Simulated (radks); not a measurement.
Problem. Successive ionisation energies (eV) of one element, from differences of total energies of ions in their ground configurations, starting at charge 0: 6.384, 11.952, 25.570, 44.917, 77.132, 92.645, 108.66, 125.12, 150.27, 168.34, 183.10, 212.71, 243.87, 284.24, 305.64, 327.31, 364.63, 401.65, 439.96, 479.52, 520.30, 562.27. Method: Dirac Kohn-Sham, PBE, spin-unpolarised, spherical densities, finite nucleus; open shells fill j = l - 1/2 first; Fermi nuclear charge, rms radius 5.2516 fm; computed with a radial shooting solver on a logarithmic mesh with Libxc functionals. Which element is it?

Solution. Erbium (Z = 68). The first species listed is Er in [Xe] 4f12 6s2, the last Er21+ in [Kr] 4d10 4f1.
